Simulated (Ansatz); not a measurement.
Species: dihydroxy(dimethyl)silane, C2H8O2Si, net charge 0, singlet state. SMILES: C[Si](C)(O)O
Geometry: optimised at B3LYP-D3(BJ)/def2-TZVP (Ansatz, an electronic-structure program).

Cost and difference of B3LYP with Ansatz in habitual basis sets for the atomisation energy (kcal/mol). Set-up: valence correlation only; no dispersion term unless named; UHF or UKS for open shells; non-relativistic; LANL2DZ with its own core potentials from Na on; no spin-orbit coupling; atomisation electronic, to ground-state atoms; 6-31G* and kin with 6d, 5d where marked; 6-311+G** with 5d, 6d on Na to Ar in Ansatz. CBS marks a two-point X^-3 extrapolation of the correlation energy; Hartree-Fock from the larger set. First-principles rows: single points at B3LYP-D3(BJ) geometries (Ansatz). Costs are core time of energy and forces over that of the cheapest set, on one shared machine, to one figure and rough; under a factor of 2 they don't order.

Coupled cluster (Ansatz) is a level with limits of its own, used here on species with T1 under 0.025 (0.045 for open shells) and stable references: CCSD(T)/CBS(cc-pV(T+d)Z,cc-pV(Q+d)Z).

Value to compare with: 1221.6 kcal/mol.

```csv
level,relative cost,atomisation energy (kcal/mol),difference
B3LYP/STO-3G,1×,1348.1,126.5
B3LYP/3-21G,2×,1153.1,-68.5
B3LYP/LANL2DZ,2×,1136.1,-85.5
B3LYP/6-31G,2×,1119.4,-102.2
B3LYP/6-31G*,3×,1185.2,-36.4
B3LYP/def2-SVP,3×,1193.9,-27.7
B3LYP/6-31G**,3×,1199.0,-22.6
B3LYP/cc-pVDZ,3×,1166.0,-55.6
B3LYP/6-31+G*,4×,1179.9,-41.7
B3LYP/6-311+G**,6×,1187.6,-34.0
```

The dearest set gives -34.0 kcal/mol. A small set can land close by cancelling terms.
